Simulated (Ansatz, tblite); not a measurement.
Spin states of the cluster SiAu₃⁺ (the lowest singlet isomer of a short search), each relaxed with PBE-D4/def2-SVP in Ansatz. Electronic energies in the gas phase.

In the def2 sets Au takes a core potential; there is no spin–orbit coupling. The xTB rows come from tblite. LC-ωPBE has ω = 0.4 bohr⁻¹. B3LYP takes the VWN-RPA correlation. Correlated methods freeze 5 core orbitals; core or outer-core shells of Au are correlated, in sets that lack core-valence functions. The structure comes from a short search, and lower isomers may exist.

Singlet geometry (C2v within 0.1 Å):

```
atom   x (Å)   y (Å)   z (Å)
 Au1  -1.629   1.322  -0.718
 Au2   1.814  -1.193   0.449
 Au3  -0.754  -0.534   1.073
 Si4   0.569   0.405  -0.804
```

Triplet geometry (Cs within 0.1 Å):

```csv
atom,x (Å),y (Å),z (Å)
Au1,1.0564,0.0295,2.1536
Au2,-1.5287,-0.9931,-0.7102
Au3,0.6716,0.3339,-1.8064
Si4,-0.1992,0.6297,0.3630
```

Quintet geometry (C2v within 0.1 Å):

```xyz
4

Au   -1.9652   -0.0640    1.3705
Au    2.1647    0.6548   -0.7935
Au   -0.3782   -1.1199   -1.0938
Si    0.1787    0.5290    0.5168
```

⟨S²⟩: triplet 2.01 at PBE0-D4/def2-TZVP (pure 2.00), quintet 6.01 at PBE0-D4/def2-TZVP (pure 6.00).

Only these spin states were relaxed. The triplet has other bonds than the singlet, so the gap mixes isomer and spin.

```tsv
level	triplet − singlet (kcal/mol)	quintet − singlet (kcal/mol)	lowest of these
GFN1-xTB	28.9	77.9	singlet
PBE-D4/def2-TZVP	15.4	82.0	singlet
BLYP-D4/def2-TZVP	15.1	83.0	singlet
B3LYP-D4/def2-TZVP	14.8	83.9	singlet
r2SCAN0-D4/def2-TZVP	10.9	79.5	singlet
LC-ωPBE/def2-TZVP	10.4	81.2	singlet
```

Problem. Estimate the rows for GFN2-xTB, revPBE-D4/def2-TZVP, r2SCAN-D4/def2-TZVP, PBE0-D4/def2-TZVP, RPA@PBE/def2-TZVP.

Solution. 
| level | triplet − singlet (kcal/mol) | quintet − singlet (kcal/mol) | lowest of these |
| --- | --- | --- | --- |
| GFN2-xTB | 33.0 | 125.6 | singlet |
| revPBE-D4/def2-TZVP | 13.5 | 79.0 | singlet |
| r2SCAN-D4/def2-TZVP | 12.1 | 78.9 | singlet |
| PBE0-D4/def2-TZVP | 13.9 | 81.9 | singlet |
| RPA@PBE/def2-TZVP | 13.2 | 80.5 | singlet |

The xTB methods have no spin-polarisation term.
